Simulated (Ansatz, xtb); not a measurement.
# C3H8Ge+: where a starting geometry ends

The starting geometry of this gas-phase doublet was built from a drawn formula by distance geometry and a force field; its bonds are those of `[CH2+][GeH2][CH]C`.

```xyz
12

C     0.2663   -0.6631   -1.8210
C    -0.2100   -1.9704    0.9495
C    -1.7432   -1.8208    0.9054
Ge    0.5451   -2.2591   -0.7696
H    -0.2393    0.1943   -1.4140
H     0.6291   -0.5823   -2.8967
H    -0.1494   -3.4191   -1.4945
H     2.0359   -2.5087   -0.6610
H     0.2161   -1.0638    1.4278
H    -2.1054   -1.7071    1.9125
H    -2.1727   -2.6766    0.4357
H    -2.0074   -0.9187    0.3058
```

**Question.** Predict what it relaxes into with r2SCAN-D4/def2-SVP.

**Answer.** A new bond forms, giving a structure given below by its coordinates. Distances that change by over a tenth: C2–Ge4 (1.90 → 2.36 Å). Contacts that close: C1–C2 (3.10 → 1.43 Å).

The energy falls by 3.42 eV over 26 steps:

```tsv
step	E − E(last) (eV)
1	3.422
4	2.291
7	2.090
9	1.933
12	1.697
15	1.463
18	0.255
20	0.015
23	0.001
26	0.000
```

Final geometry (Å):

```yaml
atoms:
  - { symbol: C, position_ang: [-0.0537, -0.8221, -1.2074] }
  - { symbol: C, position_ang: [-0.3272, -1.0928, 0.1682] }
  - { symbol: C, position_ang: [-1.6289, -1.5497, 0.6940] }
  - { symbol: Ge, position_ang: [0.7701, -2.6735, -1.1977] }
  - { symbol: H, position_ang: [-0.8967, -0.8203, -1.9119] }
  - { symbol: H, position_ang: [0.7640, -0.1278, -1.4438] }
  - { symbol: H, position_ang: [-0.2183, -3.8303, -1.1602] }
  - { symbol: H, position_ang: [2.1455, -2.7732, -0.5543] }
  - { symbol: H, position_ang: [0.4526, -0.8380, 0.9018] }
  - { symbol: H, position_ang: [-1.5247, -2.2901, 1.5025] }
  - { symbol: H, position_ang: [-2.3160, -1.9119, -0.0836] }
  - { symbol: H, position_ang: [-2.1018, -0.6658, 1.1723] }
```

From the same start GFN2-xTB reaches the same bonding as this run.

No frequencies were run, so the end isn't proven a minimum. Open shells are spin-unrestricted. Run with Ansatz 0.2.0, 3.7 min on 2 threads of Arm Neoverse V1, with other jobs on the host.
